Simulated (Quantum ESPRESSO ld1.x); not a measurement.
Problem. Radial electron density D(r) = 4 pi r^2 rho(r) of an atom or ion with 13 electrons. Method: scalar-relativistic Kohn-Sham, LDA (Slater exchange, Perdew-Zunger correlation), spin-polarised, spherical densities, point nucleus; computed with ld1.x of Quantum ESPRESSO 7.5.

| r (bohr) | D(r) (e/bohr) | spin D(r) |
|---|---|---|
| 0.002418 | 3.396 | -0.0000653 |
| 0.002704 | 4.111 | -0.0000663 |
| 0.003025 | 4.965 | -0.0000609 |
| 0.003356 | 5.898 | -0.0000458 |
| 0.003754 | 7.078 | -0.0000119 |
| 0.004199 | 8.463 | 0.0000510 |
| 0.004697 | 10.07 | 0.000160 |
| 0.005212 | 11.80 | 0.000323 |
| 0.005829 | 13.91 | 0.000602 |
| 0.00652 | 16.31 | 0.00104 |
| 0.007235 | 18.79 | 0.00166 |
| 0.008092 | 21.74 | 0.00266 |
| 0.009051 | 24.94 | 0.00416 |
| 0.01012 | 28.37 | 0.00641 |
| 0.01123 | 31.69 | 0.00943 |
| 0.01256 | 35.32 | 0.0141 |
| 0.01405 | 38.88 | 0.0209 |
| 0.01559 | 42.01 | 0.0298 |
| 0.01744 | 45.01 | 0.0432 |
| 0.01951 | 47.46 | 0.0620 |
| 0.02182 | 49.18 | 0.0878 |
| 0.02421 | 50.01 | 0.120 |
| 0.02708 | 50.01 | 0.166 |
| 0.03029 | 49.09 | 0.226 |
| 0.03361 | 47.54 | 0.296 |
| 0.0376 | 45.39 | 0.389 |
| 0.04205 | 43.11 | 0.502 |
| 0.04703 | 41.21 | 0.631 |
| 0.05219 | 40.22 | 0.762 |
| 0.05837 | 40.39 | 0.905 |
| 0.06529 | 42.05 | 1.03 |
| 0.07245 | 44.86 | 1.13 |
| 0.08103 | 48.80 | 1.17 |
| 0.09064 | 52.91 | 1.14 |
| 0.1014 | 56.13 | 1.01 |
| 0.1125 | 57.37 | 0.815 |
| 0.1258 | 56.07 | 0.538 |
| 0.1407 | 51.74 | 0.252 |
| 0.1562 | 45.35 | 0.0524 |
| 0.1747 | 36.91 | -0.000343 |
| 0.1954 | 28.28 | 0.196 |
| 0.2185 | 20.92 | 0.672 |
| 0.2425 | 16.05 | 1.32 |
| 0.2712 | 13.10 | 2.12 |
| 0.3033 | 11.92 | 2.82 |
| 0.3366 | 11.48 | 3.21 |
| 0.3765 | 10.77 | 3.23 |
| 0.4211 | 9.287 | 2.85 |
| 0.471 | 7.107 | 2.19 |
| 0.5226 | 4.895 | 1.51 |
| 0.5846 | 2.825 | 0.879 |
| 0.6538 | 1.378 | 0.433 |
| 0.7255 | 0.6014 | 0.191 |
| 0.8115 | 0.2031 | 0.0659 |
| 0.9077 | 0.05511 | 0.0183 |
| 1.015 | 0.01175 | 0.00403 |
| 1.127 | 0.002206 | 0.000783 |
| 1.26 | 0.0002741 | 0.000101 |

What is the nuclear charge?

Solution. Z = 40. The innermost maximum, from 1s, lies near gamma/Z bohr with gamma = sqrt(1 - (Z/c)^2) = 0.956, here 0.0239 bohr (found: 0.0256), and its height grows with Z. The density is that of the zirconium ion Zr27+ in [Ne] 3s2 3p1; the configuration itself is not fixed sharply by these data, and Z only to a few units. D(r) has 2 maxima, at r = 0.0256, 0.113 bohr, and minima at 0.0543 bohr, inside which lie 2.08 electrons.
